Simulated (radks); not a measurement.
Excited configurations of Mo I: one electron is placed in a higher orbital outside [Kr] 4d5. The ground configuration is [Kr] 4d5 5s1. Calculated with a radial shooting solver on a logarithmic mesh with Libxc functionals: non-relativistic Kohn-Sham, SCAN, spin-polarised, spherical densities, point nucleus; open shells are filled with parallel spins first (spin-orbit coupling, left out, can overturn this in heavy ions); meta-GGA in the generalised Kohn-Sham scheme; relativity is left out, which matters for an element this heavy. Excitation = E - E(ground); binding = E(ion) - E, where the ion is the core of charge +1; n* = 1/sqrt(2 binding) in atomic units, and the quantum defect is n - n*.

outer orbital	excitation (eV)	binding (eV)	n*	quantum defect	eigenvalue (eV)	<r> (bohr)
4f	6.345	0.892	3.905	0.095	-0.422	17.78
5d	5.722	1.516	2.996	2.004	-0.702	10.74
5f	6.631	0.607	4.736	0.264	-0.351	30.28
7d	6.624	0.613	4.710	2.290	-0.377	33.24
7f	6.910	0.327	6.449	0.551	-0.212	63.85

The Delta-SCF ionisation energy is 7.237 eV (NIST Atomic Spectra Database: 7.092 eV, measured). Self-interaction in the functional shifts the binding energies and quantum defects, so they are the method's values and not measured ones. Relativity is left out here, which matters for elements this heavy. Open shells are spherical and high-spin; term and fine-structure splittings are not resolved.
